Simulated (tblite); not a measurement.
A geometry optimisation, step by step.

C6H14AlFN2.
SMILES with atom numbers: `[CH3:1]/[N:2]=[CH:3]\[C@@:4]1([AlH2-:5][NH3+:6])[CH2:7][CH2:8][C@H:9]1[F:10]` (hydrogens: H11, H12, H13 on C1; H14 on C3; H15, H16 on Al5; H17, H18, H19 on N6; H20, H21 on C7; H22, H23 on C8; H24 on C9)
Bond orders are those of one Lewis drawing.

Computed with GFN2-xTB (tblite), gas phase: L-BFGS steps from a force-field or distance-geometry start until the largest atomic force falls under 0.01 eV/Å. 8 of its 173 geometries are shown.

Step 0: E = -859.3064 eV, largest atomic force 3.364 eV/Å
```
atom  x, y, z in Å  |  force x, y, z in eV/Å
C1      0.048    2.562    0.658   -0.831  -0.208   0.090
N2      0.485    1.558    1.580    0.726  -2.002   0.751
C3      0.405    0.269    1.435   -1.171   2.673  -1.674
C4     -0.264   -0.407    0.231    1.207  -0.145   1.572
Al5     0.715   -0.123   -1.514   -2.350   0.177  -1.101
N6      2.579    0.089   -1.186    1.423   0.208   0.523
C7     -0.487   -1.916    0.483    0.492  -0.682   0.726
C8     -1.984   -1.724    0.354   -0.595  -0.577  -0.027
C9     -1.784   -0.236    0.161   -0.342   0.362  -0.145
F10    -2.330    0.470    1.232   -0.016   0.107  -0.768
H11     0.091    3.554    1.153    0.121  -0.582  -0.071
H12     0.702    2.593   -0.224   -0.244  -0.112  -0.021
H13    -1.015    2.396    0.358    0.687   0.105  -0.119
H14     0.809   -0.352    2.217    0.110   0.057   0.124
H15     0.144    1.191   -2.244    0.496  -0.190   0.127
H16     0.487   -1.374   -2.471    0.435   0.058   0.310
H17     2.767    1.028   -0.753   -0.051  -0.912  -0.335
H18     2.909   -0.659   -0.525   -0.126   0.745  -0.586
H19     3.117    0.015   -2.071   -0.240   0.061   0.651
H20    -0.213   -2.265    1.515    0.102   0.135  -0.940
H21    -0.089   -2.587   -0.296    0.145   0.116   0.354
H22    -2.542   -1.980    1.284    0.150   0.149  -0.841
H23    -2.392   -2.211   -0.549   -0.141   0.102   0.595
H24    -2.168    0.128   -0.822    0.014   0.352   0.805
```

Step 25: E = -859.9824 eV, largest atomic force 0.078 eV/Å
```
atom  x, y, z in Å  |  force x, y, z in eV/Å
C1      0.058    2.485    0.688   -0.010   0.006  -0.028
N2      0.569    1.545    1.648   -0.021   0.017  -0.014
C3      0.407    0.307    1.448    0.050   0.014  -0.001
C4     -0.235   -0.380    0.306    0.005  -0.067   0.039
Al5     0.508   -0.098   -1.582    0.003   0.053  -0.052
N6      2.501    0.126   -1.167   -0.031   0.001  -0.010
C7     -0.454   -1.899    0.515   -0.025  -0.052   0.004
C8     -1.963   -1.709    0.318    0.029   0.002   0.007
C9     -1.769   -0.203    0.153    0.029  -0.019   0.019
F10    -2.399    0.524    1.140   -0.022  -0.023   0.017
H11     0.127    3.485    1.114    0.044  -0.013  -0.002
H12     0.653    2.443   -0.235    0.002  -0.008  -0.018
H13    -0.979    2.286    0.413   -0.042   0.043   0.015
H14     0.863   -0.335    2.203   -0.026  -0.019  -0.004
H15     0.168    1.187   -2.389   -0.046  -0.022   0.008
H16     0.588   -1.440   -2.368   -0.002  -0.028   0.001
H17     2.735    1.001   -0.701    0.012  -0.001   0.026
H18     2.799   -0.639   -0.561    0.022   0.000   0.004
H19     3.033    0.067   -2.031    0.029   0.017   0.004
H20    -0.171   -2.274    1.499   -0.039   0.017   0.020
H21     0.010   -2.538   -0.244    0.006   0.037  -0.039
H22    -2.556   -1.954    1.198   -0.032   0.019  -0.053
H23    -2.385   -2.200   -0.559    0.031   0.013   0.044
H24    -2.118    0.230   -0.799    0.036   0.011   0.013
```

Step 49: E = -860.0815 eV, largest atomic force 0.161 eV/Å
```
atom  x, y, z in Å  |  force x, y, z in eV/Å
C1      0.101    2.433    0.644    0.002   0.049  -0.071
N2      0.636    1.553    1.640   -0.054  -0.050  -0.094
C3      0.478    0.303    1.493   -0.084  -0.051   0.006
C4     -0.175   -0.408    0.372    0.036  -0.032   0.020
Al5     0.442   -0.158   -1.580    0.085  -0.065   0.030
N6      2.429    0.245   -1.158   -0.023   0.020   0.043
C7     -0.463   -1.916    0.569    0.060   0.056   0.048
C8     -1.923   -1.671    0.171    0.064  -0.041   0.017
C9     -1.686   -0.165    0.174    0.023  -0.002  -0.010
F10    -2.334    0.477    1.208   -0.026  -0.007  -0.016
H11     0.603    3.400    0.720    0.032  -0.076  -0.004
H12     0.229    2.018   -0.382   -0.084   0.079   0.112
H13    -0.968    2.594    0.817    0.092  -0.039  -0.033
H14     0.902   -0.304    2.292    0.022  -0.048  -0.078
H15    -0.283    0.940   -2.410    0.060  -0.018  -0.044
H16     0.759   -1.518   -2.290   -0.061   0.052   0.031
H17     2.568    0.981   -0.462    0.015  -0.031  -0.038
H18     2.672   -0.643   -0.713    0.027   0.058  -0.011
H19     3.084    0.391   -1.925   -0.066   0.025   0.036
H20    -0.355   -2.274    1.594    0.053   0.013  -0.026
H21     0.089   -2.579   -0.109   -0.056   0.022   0.072
H22    -2.655   -1.999    0.906   -0.056   0.013  -0.047
H23    -2.187   -2.050   -0.816   -0.003  -0.024   0.011
H24    -1.977    0.369   -0.746   -0.059   0.098   0.045
```

Step 74: E = -860.1311 eV, largest atomic force 0.061 eV/Å
```
atom  x, y, z in Å  |  force x, y, z in eV/Å
C1      0.139    2.435    0.617    0.051  -0.031  -0.012
N2      0.711    1.517    1.557   -0.001  -0.017   0.009
C3      0.507    0.273    1.429    0.002  -0.007  -0.002
C4     -0.214   -0.443    0.361    0.011  -0.015   0.013
Al5     0.473   -0.240   -1.566    0.007  -0.002  -0.008
N6      2.397    0.317   -1.115   -0.015  -0.003  -0.001
C7     -0.523   -1.933    0.624    0.007   0.001   0.008
C8     -1.951   -1.692    0.122    0.017  -0.007   0.000
C9     -1.725   -0.185    0.199    0.010   0.011  -0.002
F10    -2.336    0.382    1.300   -0.022   0.003   0.006
H11     0.806    3.296    0.539   -0.012   0.043   0.009
H12    -0.014    1.992   -0.387   -0.004  -0.016   0.022
H13    -0.825    2.783    0.992    0.002  -0.013  -0.018
H14     0.983   -0.349    2.187    0.004   0.019  -0.015
H15    -0.095    0.885   -2.480   -0.022  -0.004   0.026
H16     0.757   -1.618   -2.227    0.013  -0.027   0.006
H17     2.452    1.037   -0.393   -0.024   0.012  -0.015
H18     2.829   -0.525   -0.735    0.024   0.002  -0.004
H19     2.949    0.616   -1.916    0.010   0.021   0.011
H20    -0.485   -2.212    1.677    0.002  -0.002   0.007
H21     0.065   -2.650    0.041   -0.043  -0.001  -0.020
H22    -2.754   -2.069    0.751   -0.024   0.022   0.024
H23    -2.107   -2.019   -0.906    0.032  -0.013  -0.029
H24    -2.050    0.421   -0.661   -0.026   0.022  -0.016
```

Step 98: E = -860.1452 eV, largest atomic force 0.035 eV/Å
```
atom  x, y, z in Å  |  force x, y, z in eV/Å
C1      0.189    2.394    0.602    0.004   0.009  -0.017
N2      0.794    1.481    1.528   -0.023   0.006  -0.008
C3      0.557    0.238    1.419   -0.002  -0.001   0.006
C4     -0.210   -0.464    0.380   -0.004  -0.005   0.018
Al5     0.480   -0.327   -1.552   -0.008  -0.008   0.019
N6      2.359    0.389   -1.117    0.024   0.021   0.009
C7     -0.568   -1.940    0.647   -0.009  -0.005   0.005
C8     -1.965   -1.657    0.087   -0.014  -0.005   0.005
C9     -1.709   -0.158    0.203    0.005  -0.007  -0.001
F10    -2.324    0.393    1.311    0.017  -0.007  -0.010
H11     0.830    3.273    0.522    0.002   0.023   0.000
H12     0.029    1.951   -0.401    0.013  -0.001  -0.001
H13    -0.782    2.717    0.984    0.004  -0.014   0.015
H14     1.055   -0.389    2.158    0.000   0.000   0.001
H15    -0.188    0.732   -2.479    0.017   0.005  -0.004
H16     0.820   -1.721   -2.145    0.024   0.000  -0.013
H17     2.280    1.071   -0.357    0.006  -0.003  -0.004
H18     2.920   -0.385   -0.761   -0.017  -0.002  -0.024
H19     2.876    0.822   -1.879   -0.011   0.005  -0.006
H20    -0.582   -2.208    1.704    0.010   0.003   0.006
H21     0.015   -2.682    0.092   -0.009  -0.009  -0.005
H22    -2.808   -2.029    0.665   -0.035   0.003   0.002
H23    -2.065   -1.957   -0.957    0.001  -0.007  -0.004
H24    -2.014    0.476   -0.645    0.004  -0.002   0.009
```

Step 123: E = -860.1517 eV, largest atomic force 0.027 eV/Å
```
atom  x, y, z in Å  |  force x, y, z in eV/Å
C1      0.197    2.359    0.592    0.001  -0.001  -0.003
N2      0.817    1.444    1.507    0.003   0.009  -0.002
C3      0.570    0.202    1.407    0.001   0.008   0.005
C4     -0.222   -0.496    0.385   -0.001   0.012  -0.003
Al5     0.526   -0.358   -1.526   -0.008   0.008  -0.003
N6      2.373    0.464   -1.135   -0.016   0.002   0.012
C7     -0.627   -1.957    0.673   -0.002   0.008  -0.001
C8     -2.011   -1.640    0.098   -0.013  -0.003   0.004
C9     -1.711   -0.147    0.205    0.000  -0.007  -0.008
F10    -2.306    0.421    1.316    0.007  -0.001  -0.016
H11     0.804    3.265    0.546    0.004  -0.010  -0.002
H12     0.078    1.932   -0.424   -0.005   0.004   0.006
H13    -0.794    2.634    0.958    0.001  -0.008   0.006
H14     1.079   -0.428    2.135   -0.003   0.005   0.010
H15    -0.167    0.659   -2.484    0.002  -0.010  -0.006
H16     0.975   -1.737   -2.083   -0.002  -0.007  -0.013
H17     2.322    1.076   -0.317   -0.002   0.001   0.017
H18     3.001   -0.303   -0.900    0.021   0.005  -0.017
H19     2.790    0.991   -1.900    0.004  -0.010   0.002
H20    -0.657   -2.197    1.736    0.006  -0.016  -0.001
H21    -0.066   -2.730    0.140    0.008   0.008  -0.006
H22    -2.873   -1.982    0.667   -0.018   0.004   0.019
H23    -2.109   -1.946   -0.944    0.006   0.001  -0.006
H24    -2.001    0.493   -0.643    0.004  -0.004   0.006
```

Step 147: E = -860.1549 eV, largest atomic force 0.019 eV/Å
```
atom  x, y, z in Å  |  force x, y, z in eV/Å
C1      0.200    2.346    0.585    0.003   0.000   0.005
N2      0.815    1.431    1.504    0.013   0.003   0.003
C3      0.562    0.189    1.405   -0.001   0.001   0.002
C4     -0.227   -0.505    0.380    0.000   0.005  -0.012
Al5     0.560   -0.387   -1.517   -0.005  -0.008  -0.004
N6      2.385    0.480   -1.121    0.005   0.014  -0.003
C7     -0.643   -1.963    0.665   -0.005  -0.002   0.002
C8     -2.039   -1.631    0.124   -0.007   0.002   0.003
C9     -1.711   -0.142    0.189   -0.005  -0.005  -0.001
F10    -2.301    0.468    1.280    0.004   0.007  -0.007
H11     0.811    3.250    0.540   -0.004  -0.007  -0.002
H12     0.083    1.917   -0.430   -0.006   0.007   0.006
H13    -0.791    2.622    0.952    0.010   0.005  -0.015
H14     1.065   -0.441    2.137   -0.001  -0.004   0.005
H15    -0.118    0.622   -2.496    0.003  -0.003  -0.006
H16     1.014   -1.770   -2.063   -0.003   0.012   0.002
H17     2.330    1.008   -0.244    0.000  -0.010   0.001
H18     3.112   -0.225   -1.011   -0.014   0.002   0.001
H19     2.680    1.121   -1.855    0.012   0.010   0.004
H20    -0.646   -2.219    1.725    0.002  -0.011   0.005
H21    -0.099   -2.730    0.107    0.002  -0.006   0.002
H22    -2.885   -1.938    0.736    0.002   0.004  -0.003
H23    -2.184   -1.963   -0.904    0.005  -0.003   0.003
H24    -1.986    0.479   -0.678   -0.008  -0.012   0.009
```

Step 172: E = -860.1567 eV, largest atomic force 0.008 eV/Å
```
atom  x, y, z in Å  |  force x, y, z in eV/Å
C1      0.220    2.340    0.572   -0.002   0.003   0.000
N2      0.817    1.419    1.496   -0.001   0.002  -0.001
C3      0.551    0.180    1.400    0.002  -0.001  -0.002
C4     -0.233   -0.513    0.369    0.004  -0.005  -0.004
Al5     0.570   -0.384   -1.524    0.000  -0.002   0.003
N6      2.384    0.511   -1.112   -0.007  -0.001   0.000
C7     -0.649   -1.970    0.663   -0.003  -0.002   0.000
C8     -2.055   -1.638    0.147   -0.003   0.000   0.003
C9     -1.718   -0.149    0.175   -0.001   0.001   0.000
F10    -2.301    0.493    1.251    0.002   0.007   0.001
H11     0.851    3.229    0.517    0.001   0.001  -0.006
H12     0.087    1.907   -0.440    0.002  -0.003   0.001
H13    -0.762    2.643    0.940   -0.002   0.000  -0.001
H14     1.040   -0.451    2.140    0.000  -0.004  -0.003
H15    -0.117    0.608   -2.513    0.000   0.001   0.001
H16     1.050   -1.763   -2.058    0.000   0.007   0.001
H17     2.329    0.949   -0.187    0.001   0.004   0.003
H18     3.123   -0.189   -1.080    0.003  -0.003   0.004
H19     2.660    1.227   -1.781   -0.002   0.000   0.001
H20    -0.632   -2.228    1.722    0.002  -0.005  -0.002
H21    -0.117   -2.738    0.094   -0.002   0.001  -0.001
H22    -2.886   -1.922    0.789    0.000  -0.004   0.001
H23    -2.233   -1.992   -0.868    0.005  -0.001   0.001
H24    -1.992    0.450   -0.707    0.001   0.003  -0.001
```

Task: Summarise the path.

Result: The energy falls by 0.8503 eV from step 0 to step 172; nine tenths of that is first reached at step 47. It rises by more than 0.2 meV at step 40. The largest force goes from 3.364 to 0.008 eV/Å. Among the bonds Al5–N6 changes most, from 1.905 to 2.064 Å; the atoms move by 0.588 Å rms after alignment.

Task: Follow the three bonds and two angles with the largest change from start to end.

Result: 
```json
{"step": "0", "E above end (eV)": "0.8503", "largest force (eV/Å)": "3.364", "Al5–N6 (Å)": "1.905", "C3–C4 (Å)": "1.534", "Al5–H15 (Å)": "1.608", "Al5–C4–C9 (°)": "115.2", "H15–Al5–H16 (°)": "108.6"}
{"step": "7", "E above end (eV)": "0.2209", "largest force (eV/Å)": "0.227", "Al5–N6 (Å)": "2.098", "C3–C4 (Å)": "1.484", "Al5–H15 (Å)": "1.548", "Al5–C4–C9 (°)": "106.8", "H15–Al5–H16 (°)": "117.7"}
{"step": "15", "E above end (eV)": "0.1897", "largest force (eV/Å)": "0.150", "Al5–N6 (Å)": "2.068", "C3–C4 (Å)": "1.481", "Al5–H15 (Å)": "1.561", "Al5–C4–C9 (°)": "106.0", "H15–Al5–H16 (°)": "117.9"}
{"step": "22", "E above end (eV)": "0.1784", "largest force (eV/Å)": "0.111", "Al5–N6 (Å)": "2.049", "C3–C4 (Å)": "1.482", "Al5–H15 (Å)": "1.549", "Al5–C4–C9 (°)": "104.7", "H15–Al5–H16 (°)": "117.3"}
{"step": "30", "E above end (eV)": "0.1661", "largest force (eV/Å)": "0.092", "Al5–N6 (Å)": "2.049", "C3–C4 (Å)": "1.478", "Al5–H15 (Å)": "1.549", "Al5–C4–C9 (°)": "103.5", "H15–Al5–H16 (°)": "118.4"}
{"step": "37", "E above end (eV)": "0.1372", "largest force (eV/Å)": "0.177", "Al5–N6 (Å)": "2.077", "C3–C4 (Å)": "1.471", "Al5–H15 (Å)": "1.556", "Al5–C4–C9 (°)": "99.8", "H15–Al5–H16 (°)": "116.6"}
{"step": "45", "E above end (eV)": "0.0948", "largest force (eV/Å)": "0.186", "Al5–N6 (Å)": "2.065", "C3–C4 (Å)": "1.473", "Al5–H15 (Å)": "1.554", "Al5–C4–C9 (°)": "98.0", "H15–Al5–H16 (°)": "115.9"}
{"step": "52", "E above end (eV)": "0.0675", "largest force (eV/Å)": "0.110", "Al5–N6 (Å)": "2.059", "C3–C4 (Å)": "1.473", "Al5–H15 (Å)": "1.563", "Al5–C4–C9 (°)": "98.8", "H15–Al5–H16 (°)": "117.1"}
{"step": "60", "E above end (eV)": "0.0471", "largest force (eV/Å)": "0.104", "Al5–N6 (Å)": "2.058", "C3–C4 (Å)": "1.471", "Al5–H15 (Å)": "1.551", "Al5–C4–C9 (°)": "100.5", "H15–Al5–H16 (°)": "116.5"}
{"step": "67", "E above end (eV)": "0.0314", "largest force (eV/Å)": "0.079", "Al5–N6 (Å)": "2.059", "C3–C4 (Å)": "1.477", "Al5–H15 (Å)": "1.556", "Al5–C4–C9 (°)": "102.0", "H15–Al5–H16 (°)": "117.4"}
{"step": "75", "E above end (eV)": "0.0249", "largest force (eV/Å)": "0.045", "Al5–N6 (Å)": "2.053", "C3–C4 (Å)": "1.474", "Al5–H15 (Å)": "1.554", "Al5–C4–C9 (°)": "102.3", "H15–Al5–H16 (°)": "117.3"}
{"step": "82", "E above end (eV)": "0.0199", "largest force (eV/Å)": "0.049", "Al5–N6 (Å)": "2.054", "C3–C4 (Å)": "1.473", "Al5–H15 (Å)": "1.560", "Al5–C4–C9 (°)": "101.9", "H15–Al5–H16 (°)": "118.5"}
{"step": "90", "E above end (eV)": "0.0149", "largest force (eV/Å)": "0.049", "Al5–N6 (Å)": "2.055", "C3–C4 (Å)": "1.471", "Al5–H15 (Å)": "1.558", "Al5–C4–C9 (°)": "102.1", "H15–Al5–H16 (°)": "118.9"}
{"step": "97", "E above end (eV)": "0.0117", "largest force (eV/Å)": "0.028", "Al5–N6 (Å)": "2.058", "C3–C4 (Å)": "1.470", "Al5–H15 (Å)": "1.557", "Al5–C4–C9 (°)": "101.8", "H15–Al5–H16 (°)": "118.5"}
{"step": "105", "E above end (eV)": "0.0092", "largest force (eV/Å)": "0.027", "Al5–N6 (Å)": "2.057", "C3–C4 (Å)": "1.470", "Al5–H15 (Å)": "1.558", "Al5–C4–C9 (°)": "102.2", "H15–Al5–H16 (°)": "118.1"}
{"step": "112", "E above end (eV)": "0.0079", "largest force (eV/Å)": "0.034", "Al5–N6 (Å)": "2.056", "C3–C4 (Å)": "1.470", "Al5–H15 (Å)": "1.559", "Al5–C4–C9 (°)": "102.1", "H15–Al5–H16 (°)": "118.4"}
{"step": "120", "E above end (eV)": "0.0056", "largest force (eV/Å)": "0.028", "Al5–N6 (Å)": "2.056", "C3–C4 (Å)": "1.469", "Al5–H15 (Å)": "1.559", "Al5–C4–C9 (°)": "102.8", "H15–Al5–H16 (°)": "119.2"}
{"step": "127", "E above end (eV)": "0.0045", "largest force (eV/Å)": "0.023", "Al5–N6 (Å)": "2.060", "C3–C4 (Å)": "1.469", "Al5–H15 (Å)": "1.559", "Al5–C4–C9 (°)": "103.1", "H15–Al5–H16 (°)": "118.7"}
{"step": "135", "E above end (eV)": "0.0039", "largest force (eV/Å)": "0.021", "Al5–N6 (Å)": "2.062", "C3–C4 (Å)": "1.469", "Al5–H15 (Å)": "1.560", "Al5–C4–C9 (°)": "103.2", "H15–Al5–H16 (°)": "118.3"}
{"step": "142", "E above end (eV)": "0.0024", "largest force (eV/Å)": "0.048", "Al5–N6 (Å)": "2.063", "C3–C4 (Å)": "1.470", "Al5–H15 (Å)": "1.559", "Al5–C4–C9 (°)": "103.9", "H15–Al5–H16 (°)": "118.7"}
{"step": "150", "E above end (eV)": "0.0015", "largest force (eV/Å)": "0.033", "Al5–N6 (Å)": "2.062", "C3–C4 (Å)": "1.469", "Al5–H15 (Å)": "1.561", "Al5–C4–C9 (°)": "104.0", "H15–Al5–H16 (°)": "118.9"}
{"step": "157", "E above end (eV)": "0.0007", "largest force (eV/Å)": "0.015", "Al5–N6 (Å)": "2.062", "C3–C4 (Å)": "1.469", "Al5–H15 (Å)": "1.560", "Al5–C4–C9 (°)": "104.0", "H15–Al5–H16 (°)": "118.8"}
{"step": "165", "E above end (eV)": "0.0003", "largest force (eV/Å)": "0.016", "Al5–N6 (Å)": "2.063", "C3–C4 (Å)": "1.469", "Al5–H15 (Å)": "1.559", "Al5–C4–C9 (°)": "104.1", "H15–Al5–H16 (°)": "118.8"}
{"step": "172", "E above end (eV)": "0.0000", "largest force (eV/Å)": "0.008", "Al5–N6 (Å)": "2.064", "C3–C4 (Å)": "1.469", "Al5–H15 (Å)": "1.560", "Al5–C4–C9 (°)": "104.2", "H15–Al5–H16 (°)": "118.8"}
```

The cost below is that of the whole relaxation. The run took 1.6 s wall on one thread of an Arm Neoverse V2, shared host.
